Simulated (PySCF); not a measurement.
## Ionisation energy of Ta⁶³⁺ by level of theory

Ta⁶³⁺ [Ne] → Ta⁶⁴⁺ [He] 2s2 2p5 [2p1/2^2 2p3/2^3, M_J = 3/2], as a difference of total energies. Calculation: PySCF 2.14, in an uncontracted even-tempered set (17 s from 47 bohr⁻², ratio 2.4; 13 p from 60 bohr⁻², ratio 2.4; 5 d from 210 bohr⁻², ratio 2.6; 4 f from 320 bohr⁻², ratio 2.6); the two-component X2C-1e Hamiltonian. Correlated levels: nothing frozen; the 30 highest virtual spinors dropped. "Screened" scales the spin-orbit matrix elements by Boettger's factors to mimic the two-electron term; Breit and QED terms are absent.

| method | ionisation energy (eV) |
| --- | --- |
| GHF (spin-free) | 15533.2 |
| GMP2 (spin-free) | 15534.8 |
| GHF (screened spin-orbit) | 15153.4 |
| GMP2 (screened spin-orbit) | 15155.0 |

For this ion Breit and QED terms and the two-electron picture change, all absent here, outweigh the correlation shift from GHF to GMP2.

The spin-free rows lack the spin-orbit shift.

For comparison: 15137 ± 19 eV (theoretical estimate listed by NIST; NIST Atomic Spectra Database, ionization energies).
